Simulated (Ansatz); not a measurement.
Computed with Ansatz.

Basis-set series for CH$_{2}$ClFO$_{2}$Si (`O[Si@]1(Cl)O[C@@H]1F`). Charge 0, multiplicity 1. Geometry: relaxed with PBE0-D4/def2-TZVP. It is one conformer, not always the lowest.

```
functional       basis  functions  energy (Eh)  HOMO (eV)  LUMO (eV)
   PBE0-D4    def2-SVP        102  -1038.34386      -7.69       0.05
   PBE0-D4  def2-TZVPP        236  -1038.97401      -7.82      -0.30
   ωB97M-V    def2-SVP        102  -1038.79195      -9.93       1.99
   ωB97M-V  def2-TZVPP        236  -1039.42695     -10.10       1.51
```

Q: Give the rows for def2-QZVPP. (An estimate is asked.)

A: The calculation gave: 
```json
{"functional": "PBE0-D4", "basis": "def2-QZVPP", "functions": "428", "energy (Eh)": "-1039.01375", "HOMO (eV)": "-7.88", "LUMO (eV)": "-0.52"}
{"functional": "ωB97M-V", "basis": "def2-QZVPP", "functions": "428", "energy (Eh)": "-1039.46446", "HOMO (eV)": "-10.15", "LUMO (eV)": "1.08"}
```

Positive LUMOs are unbound and depend on the basis.
